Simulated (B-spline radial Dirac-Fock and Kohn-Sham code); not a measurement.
**Photoionisation of nickel ions at Cu Kα (8047.8 eV)**

These are calculated numbers from a B-spline atomic structure program; the model is the independent-particle Dirac-Slater model, thresholds from Dirac-Fock. Cross sections in kb; a dash marks an empty subshell or a threshold above the photon energy.

```
  ion  configuration  total  2p3/2   3p3/2    3d3/2    3d5/2      4s
   Ni   [Ar] 3d8 4s2  4.596   1.16   0.149  0.00280  0.00400  0.0221
 Ni²⁺       [Ar] 3d8  4.575   1.16   0.149  0.00287  0.00411       –
 Ni⁸⁺       [Ar] 3d2  4.691   1.16   0.186  0.00125  0.00179       –
Ni¹⁵⁺   [Ne] 3s2 3p1  4.666   1.19  0.0420        –        –       –
Ni²²⁺   [He] 2s2 2p2  3.318  0.472       –        –        –       –
Ni²³⁺   [He] 2s2 2p1  3.052  0.247       –        –        –       –
```
